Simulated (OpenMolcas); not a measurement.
# neutral strontium: effect of the basis set

```yaml
Program: OpenMolcas
Method: CASSCF
Active_space: 2 electrons in 9 orbitals (4d 5s 5p)
State_averaging: 2S+1 = 3 even, 18 roots (15 in the spin-orbit step); 2S+1 = 1 even, 12 roots; 2S+1 = 3 odd, 18 roots; 2S+1 = 1 odd, 15 roots
Spin-orbit_coupling: state interaction with AMFI integrals over the reference wave functions, term energies averaged over their components
```

A. ANO-RCC-VTZP [7s6p3d1f], DKH2, point nucleus; cost roughly 17 core-seconds
B. ANO-RCC-VQZP [8s7p4d2f1g], DKH2, point nucleus; cost roughly 29 core-seconds
C. ANO-RCC [11s10p7d4f2g], DKH2, point nucleus; cost roughly 40 core-seconds

Energies in eV above 5s² ¹S₀, the measured ground level; measured values from NIST Handbook of Basic Atomic Spectroscopic Data.

```csv
Level,A,B,C,Measured
5s² ¹S₀,0.0000,0.0000,0.0000,0.0000
5s 5p ³P°₀,1.6112,1.6308,1.6495,1.7751
5s 5p ³P°₁,1.6246,1.6425,1.6614,1.7983
5s 5p ³P°₂,1.6521,1.6663,1.6855,1.8472
4d 5s ³D₁,2.6287,2.5382,2.5345,2.2514
4d 5s ³D₂,2.6372,2.5462,2.5421,2.2588
4d 5s ³D₃,2.6517,2.5599,2.5551,2.2713
4d 5s ¹D₂,2.7642,2.6709,2.6515,2.4982
5s 5p ¹P°₁,2.7673,2.7556,2.7983,2.6903
4d 5p ³F°₂,4.2219,4.1356,4.1320,4.1246
4d 5p ³F°₃,4.2558,4.1606,4.1577,4.1646
4d 5p ¹D°₂,4.2674,4.2452,4.2685,4.1940
4d 5p ³F°₄,4.2897,4.1913,4.1897,4.2055
5p² ³P₀,4.3621,4.2071,4.1648,4.3634
5p² ³P₁,4.3831,4.2258,4.1834,4.3891
5p² ³P₂,4.4199,4.2566,4.2136,4.4231
4d 5p ³D°₁,4.6403,4.6540,4.6104,4.4962
4d 5p ³D°₂,4.6545,4.6671,4.6243,4.5108
```

Deviations, from unrounded energies. A percentage is the sum of absolute deviations over the sum of measured energies, with the sign that they share, or ± where signs differ.

```tsv
Against measurement	Levels	A	B	C
mean absolute deviation (cm-1)	17	1300	1200	1200
other configurations (%)	17	±4.7	±4.4	±4.4
```

B, C lie about equally close to measurement and A furthest from it. The largest miss of B in the table is 4d 5s ³D₃, by +2300 cm-1. The ranking rests on the paired levels alone, and a cruder setting can come out closer through cancelling errors.

Among A to C the level of the table that moves most is 5p² ³P₂, by 1700 cm-1 (lowest in C, highest in A).

Some high roots are left out of the spin-orbit mixing, which shifts the levels that they would mix with. Without dynamic correlation excited terms often stand tens of per cent too high (terms of higher spin than the ground term too low), and those without a measured partner can miss by more than the paired ones. A single d shell beside an s shell can misplace configurations of different d count against each other. Some levels mix across a computed gap that differs much from the measured one, so their mixing is not that of the real levels (holds for A). Measured partners are found by configuration, term and J. A level has none where our copy of the source lacks it or the pairing is in doubt (some pairs that miss far off the trend of their configuration count as doubtful), and it then counts in no deviation. Levels of configurations outside the active space are missing. The table leaves out levels that lie high or whose names do not pair safely across all columns.

° marks odd parity.
